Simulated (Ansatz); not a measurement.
Stepwise reaction of `[CH3][Nb]([OH])([OH])=[S]` with hydrogen fluoride, as a gas-phase model of exchange steps in deposition or etching. ΔE in kJ/mol; ΔG adds harmonic PBE0-D4 terms to CCSD(T)/CBS, at 1 bar.

Program: Ansatz. Geometries: PBE0-D4/def2-TZVP. ΔE: electronic, gas phase. CBS: MP2 limit from def2 TZ/QZ plus the TZ coupled-cluster correction, frozen cores. This one scheme is used for every species. Functionals use def2-TZVPP. B3LYP here is the variant with VWN-RPA as its local correlation; programs differ in this. Elements past krypton have def2 core potentials. For Nb outer-core shells are correlated without core-valence functions, which leaves a few kJ/mol of doubt a bond. One conformer a species, not always the lowest.

```json
{"step": "2", "reaction": "`[CH3][Nb]([OH])([F])=[S]` + H–F → `[CH3][Nb]([F])([F])=[S]` + H₂O", "PBE-D4": "-28.3", "B3LYP-D4": "-27.0", "ωB97M-V": "-26.8", "CCSD(T)/CBS": "-21.4", "ΔG(500 K)": "-23.2"}
```

Question: Give the row of step 1, `[CH3][Nb]([OH])([OH])=[S]` + H–F → `[CH3][Nb]([OH])([F])=[S]` + H₂O. (An estimate is asked.)

Answer: Computed: 
```
step                                                              reaction  PBE-D4  B3LYP-D4  ωB97M-V  CCSD(T)/CBS  ΔG(500 K)
   1  `[CH3][Nb]([OH])([OH])=[S]` + H–F → `[CH3][Nb]([OH])([F])=[S]` + H₂O   -34.7     -33.5    -33.1        -27.7      -28.4
```

Question: By hand: ΔE of the 2 steps together at CCSD(T)/CBS.

Answer: (-27.7) + (-21.4) = -49.1 kJ/mol, or -24.5 kJ/mol a step.

In ΔE each step is higher than the one before. All are downhill at CCSD(T)/CBS. ΔG lies between -28.4 and -23.2 kJ/mol a step. PBE-D4 differs from CCSD(T)/CBS by -7.0 to -6.9 kJ/mol a step. Isolated molecules leave out the surface, adducts and barriers. Largest T1 diagnostic: 0.023.
